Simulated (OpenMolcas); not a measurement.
# Cr3+: ligand-field states by method

Cr3+ with 6 ligands (water) in tetragonal octahedral coordination (D2h) at 1.98 Å, the axial distance 1.881 Å. Ligand basis ANO-RCC-VDZP.
```
Cr    0.0000    0.0000    0.0000
O     1.9800    0.0000    0.0000
H     2.5570    0.7797    0.0000
H     2.5570   -0.7797    0.0000
O     0.0000    1.9800    0.0000
H     0.0000    2.5570    0.7797
H     0.0000    2.5570   -0.7797
O    -1.9800    0.0000    0.0000
H    -2.5570    0.7797    0.0000
H    -2.5570   -0.7797    0.0000
O     0.0000   -1.9800    0.0000
H     0.0000   -2.5570    0.7797
H     0.0000   -2.5570   -0.7797
O     0.0000    0.0000    1.8810
H     0.7797    0.0000    2.4580
H    -0.7797    0.0000    2.4580
O     0.0000    0.0000   -1.8810
H     0.7797    0.0000   -2.4580
H    -0.7797    0.0000   -2.4580
```

```
Program             : OpenMolcas 26.06
Basis               : ANO-RCC-VTZP [6s5p3d2f1g]
Scalar Hamiltonian  : DKH2, point nucleus
Active space        : 3 electrons in 5 orbitals (3d)
State averaging     : 2S+1 = 4 even, 10 roots; 2S+1 = 2 even, 40 roots
Spin-orbit coupling : state interaction with AMFI integrals over the reference wave functions
```

I. CASSCF
II. SS-CASPT2, IPEA 0.25 Eh, imaginary shift 0.1 Eh (closed shells correlated: 3s 3p and the ligand valence shells)
III. SS-CASPT2, IPEA 0 Eh, imaginary shift 0.1 Eh (closed shells correlated: 3s 3p and the ligand valence shells)

Spin-free states in cm-1, each column counted from its own energy of the first state listed:

```
   State  Degeneracy      I     II    III
2S+1 = 4           1      0      0      0
2S+1 = 4           1  14909  16600  16620
2S+1 = 4           1  16479  18070  18050
2S+1 = 4           1  17365  19170  19130
2S+1 = 2           1  19416  14610  14450
2S+1 = 2           1  19542  14660  14590
2S+1 = 2           1  20377  15380  15380
2S+1 = 2           1  20437  15450  15480
2S+1 = 2           1  20514  15550  15520
2S+1 = 4           1  24549  24300  23750
2S+1 = 4           1  25167  25270  24630
2S+1 = 4           1  27032  27450  26670
2S+1 = 2           1  27890  21890  21350
2S+1 = 2           1  28091  22230  21740
2S+1 = 2           1  28227  22310  21810
2S+1 = 2           1  32393  28790  27870
2S+1 = 2           1  34538  31680  31090
2S+1 = 2           1  34699  31980  31830
2S+1 = 2           1  35474  33050  32860
2S+1 = 2           1  35545  32420  32050
```

From I to II, I's first state of the same spin (2S+1 = 4) moves from 14909 to 16600 cm-1, by about +1700 cm-1.

From I to II, I's first state of another spin (2S+1 = 2) moves from 19416 to 14610 cm-1, by about -4800 cm-1.

χT at 300 K: I 1.84, II 1.84, III 1.84 cm3 K/mol.

Over all roots computed the reference weight is 0.70 to 0.71 in II, 0.70 to 0.71 in III; a low but even weight reflects the number of correlated electrons. Ligand-to-metal charge-transfer states are missing. With no ligand orbital active B as a rule stays too high, so bands that hang on it stand too high and its fall with covalency is understated. Without dynamic correlation the repulsion within the d shell is too large (B by tens of per cent), so at a given field states of lower spin stand too high (holds for I). With metal d orbitals alone the field can be off either way by tens of per cent (holds for I). With one d shell and no ligand orbital active, 10Dq can be off by a tenth or more (holds for II; III). No measured value stands beside these numbers; the geometry was imposed, not optimised, and the real ion may take another.
